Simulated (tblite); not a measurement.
C₂H₁₂N₂Si₂.
Structure used (GFN2-xTB), in Å, numbered top down from 1:
```
atom  x, y, z in Å
C1    -2.620    1.055   -0.466
C2    -1.739   -0.036    0.134
N3    -1.007   -0.739   -0.890
Si4    0.590   -1.353   -0.709
Si5    1.896    0.370    0.071
N6     3.495    0.050   -0.497
H7    -3.348    0.622   -1.150
H8    -3.153    1.587    0.318
H9    -2.007    1.762   -1.020
H10   -2.364   -0.727    0.721
H11   -1.014    0.412    0.817
H12   -1.632   -1.214   -1.524
H13    0.883   -1.832   -2.070
H14    0.654   -2.559    0.147
H15    1.413    1.722   -0.295
H16    2.068    0.433    1.532
H17    3.631   -0.199   -1.463
H18    4.245    0.652   -0.199
```

Method: GFN2-xTB as coded in tblite; computed harmonic values from a numerical Hessian at the method's own geometry, unscaled. Against measured fundamentals such values can be off by several per cent, at times by over 20. Modes of hydrogen on silicon can be 10 to 20 % off. One conformer, not necessarily the lowest.

Harmonic wavenumbers (cm⁻¹): 30.3, 41.6, 81.8, 120.3, 160.8, 205.8, 216.3, 278.2, 363.9, 400.5, 463.2, 472.5, 509.4, 526.1, 596.2, 602.9, 681.4, 723.9, 802.4, 818.7, 829.5, 846.6, 862.3, 887.2, 995.4, 1073.1, 1093.6, 1177.0, 1252.8, 1329.1, 1386.0, 1402.8, 1489.8, 1491.1, 1500.6, 1538.6, 2071.3, 2087.5, 2164.3, 2178.7, 2848.8, 2965.6, 3028.6, 3038.2, 3043.8, 3443.6, 3473.3, 3506.4.

A = 4163, B = 1037, C = 889.7 MHz; mass 120.054 u (most abundant isotopes); point group C1, symmetry number 1.

Task: Zero-point energy?

Result: Half the sum of the wavenumbers: 30551 cm⁻¹ = 365.47 kJ/mol.

Task: Give the ideal-gas entropy at 400 K and 1 bar in the rigid-rotor, harmonic-oscillator model (classical rotation).

Result: Translation 174.68, rotation 124.23, vibration 186.98: S = 485.9 J/(mol K).

Task: And Cp and H(400 K) − H(0)?

Result: Cp = 206.34 J/(mol K), of which vibrations give 173.09 (their classical limit is 48 R = 399.1); H(400 K) − H(0) = 50.23 kJ/mol without the zero-point energy, 36.93 from vibrations.

Task: Blend soft modes into free rotors: weight 1/[1 + (100 cm⁻¹/ν̃)⁴] for the oscillator and the rest for a rotor with moment μB/(μ + B), μ = h/(8π²ν), B = 10⁻⁴⁴ kg m². What vibrational entropy results?

Result: 167.00 J/(mol K) in place of 186.98, which changes −T·S at 400 K by +7.99 kJ/mol.

Task: Which modes carry the vibrational entropy at 400 K?

Result: 30.3 cm⁻¹: 26.75; 41.6 cm⁻¹: 24.12; 81.8 cm⁻¹: 18.52; 120.3 cm⁻¹: 15.34; 160.8 cm⁻¹: 12.98; 205.8 cm⁻¹: 11.00 J/(mol K); the other 42 give 78.27 together.

Task: How do the functions run with temperature in this model?

Result: 
```csv
T (K),S (J/(mol K)),Cp (J/(mol K)),H − H(0) (kJ/mol),G − H(0) (kJ/mol),ln q(vib)
100,300.8,83.4,5.93,-24.15,2.64
200,372.0,127.5,16.46,-57.94,5.67
300,431.9,169.8,31.37,-98.20,8.57
500,535.3,236.6,72.42,-195.22,14.12
800,661.5,300.2,153.75,-375.48,21.73
1000,731.7,328.5,216.76,-514.96,26.32
```

q(vib) and H(0) count from the zero-point level.

Task: What must be added to the electronic energy to get the Gibbs energy at 400 K and 1 bar?

Result: ZPE + [H(400 K) − H(0)] − T·S = 365.47 + 50.23 − 194.36 = 221.34 kJ/mol.

Hindered rotation and anharmonicity are outside this model. Other conformers, if any are populated, would add a mixing term that is left out. The structure is chiral; the term R ln 2 for an equal mix with its mirror image is left out.
